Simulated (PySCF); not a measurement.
**Ar (argon, neutral): r2SCAN calculation**

Configuration: [Ar], closed-shell 1S. All numbers are calculated (PySCF 2.14, scalar relativity by spin-free X2C-1e, in x2c-SVPall (4s3p1d, 18 functions)).

- Total energy: -529.1192 hartree
- One-electron energy: -730.6891 hartree
- Hartree (Coulomb) energy: 232.6322 hartree
- Exchange-correlation energy: -31.0622 hartree
- ⟨S²⟩: 0.0000
- ⟨L²⟩: 0.000
- Sum of ⟨r⟩: 15.89 bohr
- Sum of ⟨r²⟩: 25.01 bohr²
- Langevin diamagnetic susceptibility: -19.8 ×10⁻⁶ cm³/mol
- Time after the integrals: 0.32 s of wall time on 1 thread of AMD EPYC 7R43 64-Core Processor (shared host)

| shell | electrons | mean orbital energy (hartree) | rms radius, mean of both spins (bohr) |
| --- | --- | --- | --- |
| 1s | 2 | -115.12816 | 0.0993 |
| 2s | 2 | -11.10261 | 0.449 |
| 2p | 6 | -8.56266 | 0.419 |
| 3s | 2 | -0.91252 | 1.53 |
| 3p | 6 | -0.37591 | 1.77 |

Densities and radii are taken from the X2C orbitals without a picture-change correction, which distorts them close to the nucleus.
